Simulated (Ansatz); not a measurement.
Total energies of C$_{7}$H$_{12}$O$_{2}$, SMILES `C=CCCC(=O)OCC`.

```xyz
21

C    -0.077   -1.990   -3.323
C     0.378   -1.284   -2.297
C     0.636   -1.838   -0.935
C    -0.249   -1.212    0.136
C     0.060    0.239    0.390
O     1.056    0.809    0.031
O    -0.919    0.819    1.094
C    -0.720    2.192    1.455
C     0.101    2.319    2.714
H    -0.251   -1.537   -4.292
H    -0.286   -3.052   -3.232
H     0.583   -0.224   -2.425
H     1.682   -1.662   -0.664
H     0.474   -2.919   -0.941
H    -0.115   -1.729    1.092
H    -1.308   -1.306   -0.114
H    -1.727    2.587    1.595
H    -0.244    2.711    0.621
H    -0.363    1.772    3.537
H     1.111    1.936    2.557
H     0.177    3.370    3.002
```

Total charge 0; spin multiplicity 1. The geometry is a stationary point of PBE0-D4/def2-TZVP. It is one conformer, not always the lowest. Basis def2-TZVPP, Ansatz 0.2.0.

RPA on PBE orbitals: Hartree–Fock energy of these orbitals -421.85867 Eh, correlation -2.63400 Eh (frozen core).

| functional | energy without D4 (Eh) | D4 term (kJ/mol) |
| --- | --- | --- |
| ωB97M-V | -424.39965 | – |
| PBE-QIDH | -424.02082 | – |

(1) Give the same for LDA (SPW92), PBE, revPBE, BLYP, r2SCAN, B97M-V, PBE0, B3LYP, r2SCANh, r2SCAN0, HSE06 (plane-wave form), BHLYP, CAM-B3LYP, LC-ωPBE, ωB97X-V, B2PLYP. (An estimate is asked.)

B3LYP takes the VWN-RPA correlation (the form of Gaussian; ORCA's B3LYP/G). HSE06 is the plane-wave form, built on full-range PBE exchange. The double hybrids freeze the cores in their second-order part.

Results:

(1) The calculation gave: 
| functional | energy without D4 (Eh) | D4 term (kJ/mol) |
| --- | --- | --- |
| LDA (SPW92) | -420.94225 | – |
| PBE | -424.04534 | -44.4 |
| revPBE | -424.44432 | -148.0 |
| BLYP | -424.41195 | -97.4 |
| r2SCAN | -424.33734 | -12.3 |
| B97M-V | -424.54535 | – |
| PBE0 | -424.08199 | -37.6 |
| B3LYP | -424.59044 | -69.8 |
| r2SCANh | -424.31657 | -12.8 |
| r2SCAN0 | -424.28749 | -14.0 |
| HSE06 (plane-wave form) | -424.05869 | -34.7 |
| BHLYP | -424.32991 | -48.3 |
| CAM-B3LYP | -424.37557 | -37.6 |
| LC-ωPBE | -424.31048 | – |
| ωB97X-V | -424.45447 | – |
| B2PLYP | -424.22683 | – |

LC-ωPBE has ω = 0.4 bohr⁻¹.
